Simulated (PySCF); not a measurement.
Ga(F)(Cl)(vinyl) (C₂H₃ClFGa), SMILES C=[CH][Ga]([F])[Cl]. The structure is a stationary point at PBE-D3(BJ)/def2-SVP. The structure was generated by enumeration; whether it is a known compound was not checked. The values are those of a single conformer.

Computed equilibrium geometry at PBE-D3(BJ)/def2-SVP (PySCF confirms it by a frequency run) as a Z-matrix, and its point group (one conformer of several):
point group Cs.
```
C
C 1 1.3480
H 1 1.1036 2 120.45
H 2 1.1038 1 121.92 3 180.00
H 2 1.1048 4 116.29 1 180.00
Ga 1 1.9383 3 119.56 2 180.00
F 6 1.7655 1 123.91 3 0.00
Cl 6 2.1581 7 114.03 1 180.00
```
